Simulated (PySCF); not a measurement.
C$_{4}$H$_{9}$NO (SMILES CC(=O)N(C)C), singlet, geometry from GFN2-xTB; PySCF with PBE/STO-3G.

Here is a job for PySCF.
```python
from pyscf import gto, scf, dft

mol = gto.M(
    atom='''
C    -1.67732196   -0.50074772   -0.65125544
N    -0.57422778   -0.00792134    0.14175086
C    -0.86869143    0.33280828    1.51208061
C     0.67424499   -0.00386145   -0.38905005
C     1.78455202    0.44966916    0.53412904
O     0.88585823   -0.33651426   -1.53961564
H    -2.44944444    0.26546260   -0.74932265
H    -1.29193779   -0.75297076   -1.63723256
H    -2.11223673   -1.39244003   -0.19336541
H    -0.34513720    1.23939610    1.81400081
H    -0.59346284   -0.47578459    2.19769932
H    -1.93881019    0.51078421    1.60496050
H     2.72960926    0.32720761    0.01256754
H     1.66052237    1.49927813    0.79283406
H     1.79692460   -0.14057928    1.44710246
''',
    basis='sto-3g',
    verbose=4,
)

mf = dft.RKS(mol)
mf.xc = 'pbe'
mf.diis = False
mf.max_cycle = 100
mf.kernel()
```

Write the output that PySCF gives for this input, abridged.


```
PySCF version 2.14.0

[INPUT] verbose = 4
[INPUT] num. atoms = 15
[INPUT] num. electrons = 48
[INPUT] charge = 0
[INPUT] spin (= nelec alpha-beta = 2S) = 0
[INPUT] symmetry False subgroup None
[INPUT] Mole.unit = angstrom
[INPUT] Symbol           X                Y                Z      unit          X                Y                Z       unit  Magmom
[...]
nuclear repulsion = 252.485990077171
number of shells = 27
number of NR pGTOs = 117
number of NR cGTOs = 39
basis = sto-3g
ecp = {}

******** <class 'pyscf.dft.rks.RKS'> ********
method = RKS
initial guess = minao
damping factor = 0
level_shift factor = 0
DIIS disabled
SCF conv_tol = 1e-09
SCF conv_tol_grad = None
SCF max_cycles = 100
direct_scf = True
direct_scf_tol = 1e-13
XC library pyscf.dft.libxc version 7.1.2
    S. Lehtola, C. Steigemann, M. J. T. Oliveira, and M. A. L. Marques,  SoftwareX 7, 1–5 (2018)
XC functionals = pbe
    J. P. Perdew, K. Burke, and M. Ernzerhof,  Phys. Rev. Lett. 77, 3865 (1996)
    J. P. Perdew, K. Burke, and M. Ernzerhof,  Phys. Rev. Lett. 78, 1396 (1997)
    J. P. Perdew, K. Burke, and M. Ernzerhof,  Phys. Rev. Lett. 77, 3865 (1996)
    J. P. Perdew, K. Burke, and M. Ernzerhof,  Phys. Rev. Lett. 78, 1396 (1997)
radial grids:
    Treutler-Ahlrichs [JCP 102, 346 (1995); DOI:10.1063/1.469408] (M4) radial grids

becke partition: Becke, JCP 88, 2547 (1988); DOI:10.1063/1.454033
pruning grids: <function nwchem_prune>
grids dens level: 3
symmetrized grids: False
atomic radii adjust function: <function treutler_atomic_radii_adjust>
small_rho_cutoff = 0
Set gradient conv threshold to 3.16228e-05
Initial guess from minao.
tot grids = 172728
init E= -284.466305139306
[...]
cycle= 1 E= -283.620303198813  delta_E= 0.846  |g|= 0.681  |ddm|= 4.87
[...]
cycle= 2 E= -282.250724329319  delta_E= 1.37  |g|= 2.35  |ddm|= 3.86
[...]
cycle= 3 E= -282.124179165127  delta_E= 0.127  |g|= 1.95  |ddm|= 5.39
[...]
cycle= 4 E= -269.670084591931  delta_E= 12.5  |g|= 4.46  |ddm|= 11.1
[...]
cycle= 5 E= -266.140970161473  delta_E= 3.53  |g|= 4.25  |ddm|= 15.5
[...]
cycle= 6 E= -232.387242890307  delta_E= 33.8  |g|= 3.38  |ddm|= 20.4
[...]
cycle= 7 E= -236.982438010381  delta_E= -4.6  |g|= 3.37  |ddm|= 23.3
[...]
cycle= 8 E= -215.542381524998  delta_E= 21.4  |g|= 2.56  |ddm|= 24.6
[...]
cycle= 9 E= -235.013962145777  delta_E= -19.5  |g|= 3.05  |ddm|= 24.8
[...]
cycle= 10 E= -215.555957111967  delta_E= 19.5  |g|= 2.52  |ddm|= 24.8
[...]
cycle= 11 E= -235.01470454127  delta_E= -19.5  |g|= 3.05  |ddm|= 24.8
[...]
cycle= 12 E= -215.555975588679  delta_E= 19.5  |g|= 2.52  |ddm|= 24.8
[...]
cycle= 13 E= -235.014704969117  delta_E= -19.5  |g|= 3.05  |ddm|= 24.8
[...]
cycle= 14 E= -215.555975599493  delta_E= 19.5  |g|= 2.52  |ddm|= 24.8
[...]
cycle= 15 E= -235.014704969318  delta_E= -19.5  |g|= 3.05  |ddm|= 24.8
[...]
cycle= 16 E= -215.5559755995  delta_E= 19.5  |g|= 2.52  |ddm|= 24.8
[...]
cycle= 17 E= -235.014704969318  delta_E= -19.5  |g|= 3.05  |ddm|= 24.8
[...]
cycle= 18 E= -215.555975599499  delta_E= 19.5  |g|= 2.52  |ddm|= 24.8
[...]
cycle= 19 E= -235.014704969319  delta_E= -19.5  |g|= 3.05  |ddm|= 24.8
[...]
cycle= 20 E= -215.5559755995  delta_E= 19.5  |g|= 2.52  |ddm|= 24.8
[...]
cycle= 21 E= -235.014704969319  delta_E= -19.5  |g|= 3.05  |ddm|= 24.8
[...]
cycle= 22 E= -215.5559755995  delta_E= 19.5  |g|= 2.52  |ddm|= 24.8
[...]
cycle= 23 E= -235.014704969318  delta_E= -19.5  |g|= 3.05  |ddm|= 24.8
[...]
cycle= 24 E= -215.5559755995  delta_E= 19.5  |g|= 2.52  |ddm|= 24.8
[...]
cycle= 25 E= -235.014704969319  delta_E= -19.5  |g|= 3.05  |ddm|= 24.8
[...]
cycle= 26 E= -215.555975599499  delta_E= 19.5  |g|= 2.52  |ddm|= 24.8
[...]
cycle= 27 E= -235.014704969319  delta_E= -19.5  |g|= 3.05  |ddm|= 24.8
[...]
cycle= 28 E= -215.555975599499  delta_E= 19.5  |g|= 2.52  |ddm|= 24.8
[...]
cycle= 29 E= -235.014704969319  delta_E= -19.5  |g|= 3.05  |ddm|= 24.8
[...]
cycle= 30 E= -215.555975599499  delta_E= 19.5  |g|= 2.52  |ddm|= 24.8
[...]
[...]
[...]
cycle= 50 E= -215.5559755995  delta_E= 19.5  |g|= 2.52  |ddm|= 24.8
[...]
cycle= 51 E= -235.014704969319  delta_E= -19.5  |g|= 3.05  |ddm|= 24.8
[...]
cycle= 52 E= -215.5559755995  delta_E= 19.5  |g|= 2.52  |ddm|= 24.8
[...]
cycle= 53 E= -235.014704969319  delta_E= -19.5  |g|= 3.05  |ddm|= 24.8
[...]
cycle= 54 E= -215.5559755995  delta_E= 19.5  |g|= 2.52  |ddm|= 24.8
[...]
cycle= 55 E= -235.014704969319  delta_E= -19.5  |g|= 3.05  |ddm|= 24.8
[...]
cycle= 56 E= -215.555975599499  delta_E= 19.5  |g|= 2.52  |ddm|= 24.8
[...]
cycle= 57 E= -235.014704969319  delta_E= -19.5  |g|= 3.05  |ddm|= 24.8
[...]
cycle= 58 E= -215.555975599499  delta_E= 19.5  |g|= 2.52  |ddm|= 24.8
[...]
cycle= 59 E= -235.014704969318  delta_E= -19.5  |g|= 3.05  |ddm|= 24.8
[...]
cycle= 60 E= -215.555975599499  delta_E= 19.5  |g|= 2.52  |ddm|= 24.8
[...]
cycle= 61 E= -235.014704969319  delta_E= -19.5  |g|= 3.05  |ddm|= 24.8
[...]
cycle= 62 E= -215.555975599499  delta_E= 19.5  |g|= 2.52  |ddm|= 24.8
[...]
cycle= 63 E= -235.014704969319  delta_E= -19.5  |g|= 3.05  |ddm|= 24.8
[...]
cycle= 64 E= -215.555975599499  delta_E= 19.5  |g|= 2.52  |ddm|= 24.8
[...]
cycle= 65 E= -235.014704969319  delta_E= -19.5  |g|= 3.05  |ddm|= 24.8
[...]
cycle= 66 E= -215.5559755995  delta_E= 19.5  |g|= 2.52  |ddm|= 24.8
[...]
cycle= 67 E= -235.014704969319  delta_E= -19.5  |g|= 3.05  |ddm|= 24.8
[...]
cycle= 68 E= -215.555975599499  delta_E= 19.5  |g|= 2.52  |ddm|= 24.8
[...]
cycle= 69 E= -235.014704969319  delta_E= -19.5  |g|= 3.05  |ddm|= 24.8
[...]
cycle= 70 E= -215.5559755995  delta_E= 19.5  |g|= 2.52  |ddm|= 24.8
[...]
cycle= 71 E= -235.014704969319  delta_E= -19.5  |g|= 3.05  |ddm|= 24.8
[...]
cycle= 72 E= -215.5559755995  delta_E= 19.5  |g|= 2.52  |ddm|= 24.8
[...]
cycle= 73 E= -235.014704969319  delta_E= -19.5  |g|= 3.05  |ddm|= 24.8
[...]
cycle= 74 E= -215.555975599499  delta_E= 19.5  |g|= 2.52  |ddm|= 24.8
[...]
cycle= 75 E= -235.014704969318  delta_E= -19.5  |g|= 3.05  |ddm|= 24.8
[...]
cycle= 76 E= -215.5559755995  delta_E= 19.5  |g|= 2.52  |ddm|= 24.8
[...]
cycle= 77 E= -235.014704969319  delta_E= -19.5  |g|= 3.05  |ddm|= 24.8
[...]
cycle= 78 E= -215.555975599499  delta_E= 19.5  |g|= 2.52  |ddm|= 24.8
[...]
cycle= 79 E= -235.014704969319  delta_E= -19.5  |g|= 3.05  |ddm|= 24.8
[...]
cycle= 80 E= -215.555975599499  delta_E= 19.5  |g|= 2.52  |ddm|= 24.8
[...]
cycle= 81 E= -235.014704969319  delta_E= -19.5  |g|= 3.05  |ddm|= 24.8
[...]
cycle= 82 E= -215.555975599499  delta_E= 19.5  |g|= 2.52  |ddm|= 24.8
[...]
cycle= 83 E= -235.014704969319  delta_E= -19.5  |g|= 3.05  |ddm|= 24.8
[...]
cycle= 84 E= -215.5559755995  delta_E= 19.5  |g|= 2.52  |ddm|= 24.8
[...]
cycle= 85 E= -235.014704969319  delta_E= -19.5  |g|= 3.05  |ddm|= 24.8
[...]
cycle= 86 E= -215.5559755995  delta_E= 19.5  |g|= 2.52  |ddm|= 24.8
[...]
cycle= 87 E= -235.014704969318  delta_E= -19.5  |g|= 3.05  |ddm|= 24.8
[...]
cycle= 88 E= -215.555975599499  delta_E= 19.5  |g|= 2.52  |ddm|= 24.8
[...]
cycle= 89 E= -235.014704969319  delta_E= -19.5  |g|= 3.05  |ddm|= 24.8
[...]
cycle= 90 E= -215.5559755995  delta_E= 19.5  |g|= 2.52  |ddm|= 24.8
[...]
cycle= 91 E= -235.014704969319  delta_E= -19.5  |g|= 3.05  |ddm|= 24.8
[...]
cycle= 92 E= -215.555975599499  delta_E= 19.5  |g|= 2.52  |ddm|= 24.8
[...]
cycle= 93 E= -235.014704969319  delta_E= -19.5  |g|= 3.05  |ddm|= 24.8
[...]
cycle= 94 E= -215.5559755995  delta_E= 19.5  |g|= 2.52  |ddm|= 24.8
[...]
cycle= 95 E= -235.014704969319  delta_E= -19.5  |g|= 3.05  |ddm|= 24.8
[...]
cycle= 96 E= -215.555975599499  delta_E= 19.5  |g|= 2.52  |ddm|= 24.8
[...]
cycle= 97 E= -235.014704969319  delta_E= -19.5  |g|= 3.05  |ddm|= 24.8
[...]
cycle= 98 E= -215.555975599499  delta_E= 19.5  |g|= 2.52  |ddm|= 24.8
[...]
cycle= 99 E= -235.014704969319  delta_E= -19.5  |g|= 3.05  |ddm|= 24.8
[...]
cycle= 100 E= -215.555975599499  delta_E= 19.5  |g|= 2.52  |ddm|= 24.8
SCF not converged.
SCF energy = -215.555975599499
```

The run did not converge; its last values are not results.
